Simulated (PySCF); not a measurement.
Relaxation of singlet H₄TeO

Level of theory: PBE0/[Te def2-TZVP with ECP28, O def2-TZVP, H def2-TZVP], scalar-relativistic core potentials, density fitting, no spin–orbit coupling, PySCF. A (50,194) grid was used.

A start displaced from a saddle point along its imaginary mode, of C2v symmetry, held to at least that symmetry:

```xyz
6
charge 0 multiplicity 1, angstrom
Te    0.0000    0.0000   -0.1772
O     0.0000    0.0000    1.6116
H     1.6122    0.0000   -0.7976
H     0.0000    1.6902   -0.5707
H    -1.6122    0.0000   -0.7976
H     0.0000   -1.6902   -0.5707
```

Optimiser trace:
```csv
step,E − E(last) (kJ/mol),largest gradient (Eh/bohr)
0,22.17,0.00224
1,20.98,0.00207
2,19.44,0.00238
3,17.45,0.00263
4,15.03,0.00330
5,12.34,0.00395
6,9.62,0.00446
7,1.73,0.00725
8,0.41,0.00261
9,0.02,0.00063
10,0.00,0.00027
11,0.00,0.00010
```

It ends at C2v with Te–H 1.701 Å (×2), Te–H 1.729 Å (×2), Te–O 1.799 Å; H–Te–H 88.3° (×4), H–Te–H 102.0°, H–Te–H 174.5°, H–Te–O 92.8° (×2), H–Te–O 129.0° (×2). A frequency run shows a minimum.

Final geometry:
Z-matrix (Å, degrees; charge 0 multiplicity 1):
```
Te
O  1 1.7993
H  1 1.7006 2 129.00
H  1 1.7290 2 92.77 3 -90.00
H  1 1.7006 2 129.00 3 180.00
H  1 1.7290 2 92.77 3 90.00
```

The relaxation took about 100 core-seconds on a shared host.
